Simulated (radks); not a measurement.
Spherical quantum dot in the effective-mass picture: electrons in a hard-walled sphere of radius 8.06, all in effective atomic units (hartree* = m*/eps^2 hartree, bohr* = eps/m* bohr), one dielectric constant everywhere. Calculated with a radial shooting solver with Libxc functionals: non-relativistic Kohn-Sham, LDA (Slater exchange, Perdew-Wang correlation), spin-polarised, spherical densities. Levels are named by radial order and angular momentum (1s, 1p, 1d, 2s, ...), and open shells are averaged over m.

N = 29, configuration 1s2 1p6 1d10 1f(up 7, down 4). This is the lowest configuration that the search found. Occupied and some empty levels:

level    occupation  eigenvalue (hartree*)  <r> (bohr*)
1s up             1                 4.3230        6.129
1s down           1                 4.3349        6.120
1p up             3                 4.3519        6.179
1p down           3                 4.3640        6.172
1d up             5                 4.4078        6.245
1d down           5                 4.4201        6.241
1f up             7                 4.4887        6.315
1f down           4                 4.5012        6.312
1g up             0                 4.5934        6.383
1g down           0                 4.6060        6.382
2s up             0                 4.7436        3.747
2s down           0                 4.7471        3.729
2p up             0                 4.8473        4.319
2p down           0                 4.8522        4.306
2d up             0                 4.9838        4.691
2d down           0                 4.9898        4.681

Energy (hartree*): total 67.3515, kinetic 11.173, external 0, Hartree 63.120, exchange-correlation -6.9418.
